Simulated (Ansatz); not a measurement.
Basis sets compared for BO₃H₃. The state is a singlet with charge 0. Geometry PBE-D4/def2-TZVP. Ansatz on 2 threads of Arm Neoverse V2 on a shared host; times are rough, and most runs start from earlier orbitals.

```xyz
7

B     0.106    0.055    0.541
O     0.527   -1.062    0.012
O    -0.841    0.683   -0.559
O     1.338   -2.020    0.643
H     0.208    0.704    1.531
H    -0.732    0.050   -1.317
H    -0.607    1.590   -0.850
```

The structure holds one bond between oxygen atoms, so isomers without such links may lie far lower. The structure comes from a short search, and lower isomers may exist.

Binding counts from free atoms (B doublet, O triplet, H doublet) in the same basis, without a counterpoise term.

```json
{"level": "PBE-D4/def2-SVP", "functions": "71", "energy (Eh)": "-251.7248", "HOMO (eV)": "-3.04", "LUMO (eV)": "-1.74", "binding per atom (eV)": "3.51", "wall time": "0.6 s"}
{"level": "PBE-D4/def2-TZVP (with forces)", "functions": "142", "energy (Eh)": "-252.0352", "HOMO (eV)": "-3.57", "LUMO (eV)": "-2.24", "binding per atom (eV)": "3.49", "wall time": "1.4 s"}
{"level": "r2SCAN-D4/def2-TZVP", "functions": "142", "energy (Eh)": "-252.1718", "HOMO (eV)": "-3.72", "LUMO (eV)": "-1.56", "binding per atom (eV)": "3.34", "wall time": "2 s"}
{"level": "PBE0-D4/def2-SVP", "functions": "71", "energy (Eh)": "-251.7132", "HOMO (eV)": "-4.51", "LUMO (eV)": "-0.86", "binding per atom (eV)": "3.30", "wall time": "0.65 s"}
{"level": "PBE0-D4/def2-TZVP", "functions": "142", "energy (Eh)": "-252.0216", "HOMO (eV)": "-5.01", "LUMO (eV)": "-1.39", "binding per atom (eV)": "3.28", "wall time": "1.3 s"}
```

(1) Estimate the rows for PBE-D4/def2-TZVPD, r2SCAN-D4/def2-TZVPD, PBE0-D4/def2-TZVPD.

Results:

(1) 
```tsv
level	functions	energy (Eh)	HOMO (eV)	LUMO (eV)	binding per atom (eV)	wall time
PBE-D4/def2-TZVPD	184	-252.0402	-3.79	-2.57	3.50	1.9 s
r2SCAN-D4/def2-TZVPD	184	-252.1758	-3.90	-1.89	3.35	3.2 s
PBE0-D4/def2-TZVPD	184	-252.0258	-5.19	-1.81	3.29	2.4 s
```
